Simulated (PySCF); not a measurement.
FH6NSi2, SMILES F[SiH2]N[SiH3]. Geometry optimised at PBE0-D3(BJ)/def2-SVP. The values are those of a single conformer.

Computed equilibrium geometry at PBE0-D3(BJ)/def2-SVP (PySCF confirms it by a frequency run) as a Z-matrix (one conformer of several):
```
N
H 1 1.0176
Si 1 1.7199 2 115.35
F 3 1.6281 1 112.33 2 83.38
Si 1 1.7483 2 115.75 3 172.55
H 3 1.4845 4 106.74 1 -119.08
H 3 1.4866 6 113.77 4 116.68
H 5 1.4912 1 106.76 2 177.04
H 5 1.4948 8 109.89 1 120.10
H 5 1.4954 8 109.30 9 117.94
```
Charge 0, spin multiplicity 1.
